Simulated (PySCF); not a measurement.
Species: C6H10N (doublet state).
Geometry (GFN2-xTB, Å), atoms numbered from 1 in this order:
```xyz
17
C6H10N angstrom
C      2.3792    0.4655    0.0427
C      2.0266   -0.8502   -0.5017
N      0.6130   -1.2272   -0.4560
C     -0.3373   -0.4864   -0.1372
C     -1.8029   -0.8246   -0.0641
C     -2.0773    0.6039    0.4392
C     -0.5803    0.9399    0.3088
H      2.5473    0.5862    1.0961
H      2.2730    1.3500   -0.5558
H      2.2944   -0.9317   -1.5618
H      2.5358   -1.6564    0.0381
H     -2.0383   -1.6252    0.6346
H     -2.2405   -1.0686   -1.0304
H     -2.4512    0.6472    1.4596
H     -2.7293    1.1928   -0.2020
H     -0.3451    1.6808   -0.4538
H     -0.0741    1.2162    1.2325
```

The hyperfine couplings belong to this conformer and change with its torsions.

The species is `[CH2]CN=C1CCC1` [radical].

Theory: UKS B3LYP, pcH-1 on C H N, non-relativistic, mean-field spin-orbit, GIAO (PySCF 2.14.0). Isolated species at its GFN2-xTB geometry (one conformer only). A GFN2-xTB geometry isn't a minimum of the functional, and hyperfine couplings can be far from their values at a DFT geometry. No stability test was run, so a lower SCF solution isn't excluded.

(1) Break the g tensor into its mass correction, gauge correction and orbital-Zeeman/spin–orbit terms.

(2) What are the electron Larmor frequencies g μB B/h along the three axes at 1200 mT?

(3) At 9.627 GHz, how far is the centre of the isotropic spectrum from where a free electron (g = 2.002319) resonates?

(4) In a frozen sample, at which fields do the three g values resonate at 9.5, 34, 94 and 263 GHz (hyperfine left aside), and which band first spreads them over more than twice a line width of 0.5 mT?

## Answers

(1) 
```
                    Δg (ppm)     1     2     3
relativistic mass correction  -148  -148  -148
            gauge correction    18    27    44
   orbital Zeeman/spin–orbit  -137   447   684
                       total  -267   325   580
```

So g = 2.00205, 2.00264, 2.00290 and g_iso = 2.00253; the tensor is rhombic: the two nearest values differ by 30 % of g3 − g1. Axes: g2 points within 11° of the C1–C2 bond.

(2) 33.6255, 33.6354, 33.6397 GHz for g1, g2 and g3, a range of 14.2 MHz.

(3) B = hν/(g μB) with μB/h = 13.99624 MHz/mT gives 343.52 mT for the free electron and 343.48 mT at g_iso, 0.04 mT lower.

(4) 
```csv
band,GHz,B(g3) mT,B(g2) mT,B(g1) mT,spread mT
X,9.5,338.89,338.93,339.03,0.14
Q,34.0,1212.85,1213.01,1213.37,0.51
W,94.0,3353.18,3353.61,3354.60,1.42
J,263.0,9381.78,9382.97,9385.75,3.97
```

The spread grows in proportion to the frequency. W band is the first where it exceeds 1.0 mT.

Largest spin populations (Mulliken): C1 (+1.05), N3 (+0.08) and C2 (-0.07). No atom but C1 exceeds +0.15. The positive populations add up to 1.18 and the negative ones to -0.18, together 2S = 1. The angles at C1 add up to 358.8°, so it is planar; its axial dipolar tensor and the negative couplings of its protons fit spin in a p orbital normal to that plane.

The HOMO–LUMO gaps are 5.57 eV among the α and 4.55 eV among the β orbitals.
